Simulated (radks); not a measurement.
Task: Ionisation of the lanthanum ion La42+, [Ne] 3s2 3p3, to [Ne] 3s2 3p2 as the strength of local exchange is varied. Calculated with a radial shooting solver on a logarithmic mesh with Libxc functionals: scalar-relativistic Kohn-Sham, Slater X-alpha exchange (alpha = 2/3 is LDA exchange), no correlation, spin-polarised, spherical densities, finite nucleus; open shells are filled with parallel spins first (spin-orbit coupling, left out, can overturn this in heavy ions); Fermi nuclear charge, rms radius 4.855 fm.

alpha  E(La42+) (hartree)  exchange (hartree)  IE (eV)  -e of the level emptied (eV)  <r> of it (bohr)
0.617          -6883.5083           -100.2849   3257.5                   3213.5 (3p)            0.2506
0.667          -6891.6773           -108.4979   3265.7                   3221.9 (3p)            0.2503
0.912          -6931.7996           -148.9287   3306.0                   3263.1 (3p)            0.2487
0.97           -6941.3210           -158.5456   3315.6                   3273.0 (3p)            0.2484
1.016          -6948.8787           -166.1851   3323.2                   3280.8 (3p)            0.2481
x              -6903.4520           -120.3474   3277.5                   3234.0 (3p)            0.2498

Which alpha was used in the last row?

Result: alpha = 0.739. NIST Atomic Spectra Database: 3222 eV (theoretical). The central value is not met in this range of alpha. Open shells are spherical and high-spin; term and fine-structure splittings are not resolved. Spin-orbit splitting is averaged out at the scalar-relativistic level.
